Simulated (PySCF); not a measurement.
# Bonding in `C[S@@](=O)[C@@H]1[SiH2][SiH2][SiH2]C1=O`

Compound: C3H10O2SSi3.
SMILES with atom numbers: `[CH3:1][S@@:2](=[O:3])[C@@H:4]1[SiH2:5][SiH2:6][SiH2:7][C:8]1=[O:9]` (hydrogens: H10, H11, H12 on C1; H13 on C4; H14, H15 on Si5; H16, H17 on Si6; H18, H19 on Si7)

Cartesian coordinates in Å at the GFN2-xTB level; atoms count from 1:
```
atom  x, y, z in Å
C1     2.7301   -0.7146    0.4484
S2     0.9854   -1.2138    0.1492
O3     0.2687   -0.9604    1.4223
C4     0.5045    0.2189   -0.8659
Si5   -0.0428    1.5582    0.4350
Si6   -2.0579    0.6095    1.0971
Si7   -2.1666   -0.9145   -0.6609
C8    -0.6850   -0.1870   -1.6736
O9    -0.7520    0.0269   -2.8676
H10    3.2645   -0.7922   -0.4917
H11    2.7692    0.2949    0.8389
H12    3.1432   -1.4103    1.1717
H13    1.3324    0.5106   -1.5114
H14    1.1114    1.7637    1.3174
H15   -0.0648    2.7797   -0.3871
H16   -2.0894    0.0608    2.4509
H17   -3.1357    1.6230    1.0807
H18   -1.8257   -2.3123   -0.3728
H19   -3.2992   -0.9319   -1.5879
```

Bond orders from the PBE0/pcSseg-1 density (PySCF). Geometry: GFN2-xTB, one conformer, isolated molecule.

(1) Where do the orders between heavy atoms depart from those drawn in the SMILES?

(2) Set the Mayer orders of the bonds between heavy atoms beside their lengths.

Answers

(1) The largest departure is 0.606, at S2–O3 (drawn double, 1.394). Drawn single, order below 0.88: S2–C4 (0.866), C4–Si5 (0.749), Si5–Si6 (0.861), Si6–Si7 (0.867) and Si7–C8 (0.821). Drawn double or triple, more than 0.30 short of the drawn order: S2–O3 (1.394).

(2) 
| bond | drawn as | length (Å) | Mayer order |
| --- | --- | --- | --- |
| C1–S2 | single | 1.839 | 0.919 |
| S2–O3 | double | 1.483 | 1.394 |
| S2–C4 | single | 1.820 | 0.866 |
| C4–Si5 | single | 1.946 | 0.749 |
| Si5–Si6 | single | 2.324 | 0.861 |
| Si6–Si7 | single | 2.329 | 0.867 |
| Si7–C8 | single | 1.936 | 0.821 |
| C8–O9 | double | 1.215 | 1.957 |
| C8–C4 | single | 1.494 | 0.914 |

Bonds between the same two heavy elements. C–S: lowest S2–C4 (0.866, 1.820 Å), highest C1–S2 (0.919, 1.839 Å); in 1 of the 1 pairs the longer bond (by over 0.003 Å) has the higher order (by 0.02 or more). C–Si: lowest C4–Si5 (0.749, 1.946 Å), highest Si7–C8 (0.821, 1.936 Å). Si–Si: all 2 within 0.02 of one another (0.861 to 0.867).

Problem. And the bonds to hydrogen?

Solution. C–H: 0.91 to 0.95 (4 bonds); H–Si: 0.91 to 0.95 (6 bonds).

Problem. Sum the orders of all bonds at each heavy atom with more than one neighbour and set the sums beside the valence in the SMILES.

Solution. C1 3.747 (drawn 4), S2 3.179 (drawn 4), C4 3.442 (drawn 4), Si5 3.474 (drawn 4), Si6 3.583 (drawn 4), Si7 3.552 (drawn 4), C8 3.692 (drawn 4). Orders between atoms that aren't bonded are not in these sums.

For a closed shell the Mayer order of atoms A and B is Σ (PS)μν (PS)νμ over the basis functions μ on A and ν on B, with P the density and S the overlap matrix.
